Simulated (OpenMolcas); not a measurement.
Co2+ with 4 ligands (bromide) in tetrahedral coordination (Td). A charge of +0.5 e stands 2.8 Å behind each ligand. Ligand basis ANO-RCC-VDZP.

* Program: OpenMolcas
* Method: CASSCF
* Basis: ANO-RCC-VDZP [5s4p2d1f]
* Scalar Hamiltonian: DKH2, point nucleus
* Active space: 7 electrons in 5 orbitals (3d)
* State averaging: 2S+1 = 4 even, 10 roots; 2S+1 = 2 even, 40 roots
* Spin-orbit coupling: state interaction with AMFI integrals over the reference wave functions

All ligands move together. At R = 2.49 Å the first state of the same spin is 1749 cm-1, and at R = 2.59 Å it is 1403 cm-1.

Problem. A third run gives 2552 cm-1. What distance was it run at?

Solution. With a power law R^-n the two known points give n = -ln(1403 / 1749) / ln(2.59 / 2.49) = 5.60. Then R = 2.49 × (1749 / 2552)^(1/5.60) = 2.328 Å. The run was at 2.32 Å, so the estimate is off by +0.008 Å.

Without dynamic correlation the repulsion within the d shell is too large (B by tens of per cent), so at a given field states of lower spin stand too high. Ligand-to-metal charge-transfer states are missing. With no ligand orbital active B as a rule stays too high, so bands that hang on it stand too high and its fall with covalency is understated. With metal d orbitals alone and no dynamic correlation the field as a rule comes out too small, by tens of per cent, by up to half for chloride and softer ligands, and the orbital part of g and χT, which goes as 1/10Dq, too large. No measured value stands beside these numbers; the geometry is a model, was not optimised and need not be the one that this ion takes.
